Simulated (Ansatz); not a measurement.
`OC[SiH2][AsH2]`, relaxed with RKS PBE0-D4/def2-TZVP in Ansatz 0.2.0 from a PBE-D4/def2-SVP geometry. The force threshold is 0.005 eV/Å; the program also tests the step.

The species carries charge 0 and has multiplicity 1.

Start:

```xyz
11

O     0.744    1.583   -0.100
C    -0.360    0.878   -0.649
Si    0.038   -0.990   -0.568
As    0.498   -1.690    1.667
H     0.509    2.528   -0.057
H    -1.315    1.047   -0.090
H    -0.564    1.147   -1.718
H     1.243   -1.290   -1.419
H    -1.141   -1.760   -1.109
H    -0.853   -1.112    2.136
H     1.201   -0.340    1.907
```

| step | energy (eV) | largest force (eV/Å) | largest move (Å) |
| --- | --- | --- | --- |
| 1 | -71904.3265 | 0.813 | 0.000 |
| 2 | -71904.3667 | 0.224 | 0.035 |
| 3 | -71904.3711 | 0.037 | 0.039 |
| 4 | -71904.3715 | 0.038 | 0.029 |
| 5 | -71904.3720 | 0.019 | 0.011 |
| 6 | -71904.3721 | 0.012 | 0.010 |
| 7 | -71904.3723 | 0.016 | 0.012 |
| 8 | -71904.3724 | 0.029 | 0.016 |
| 9 | -71904.3725 | 0.010 | 0.019 |
| 10 | -71904.3725 | 0.003 | 0.007 |
| 11 | -71904.3725 | 0.004 | 0.007 |
| 12 (rejected) | -71904.3725 | 0.011 | 0.013 |
| 13 | -71904.3725 | 0.003 | 0.004 |

End:

```xyz
11

O     0.701    1.620   -0.109
C    -0.376    0.877   -0.654
Si    0.042   -0.964   -0.549
As    0.456   -1.726    1.647
H     0.488    2.555   -0.156
H    -1.315    1.057   -0.112
H    -0.555    1.133   -1.709
H     1.244   -1.255   -1.375
H    -1.112   -1.725   -1.103
H    -0.835   -1.096    2.158
H     1.263   -0.476    1.964
```

Hardware: 4 threads of an Arm Neoverse V2 on a shared host. Wall time 48 s, peak host memory 0.52 GiB.
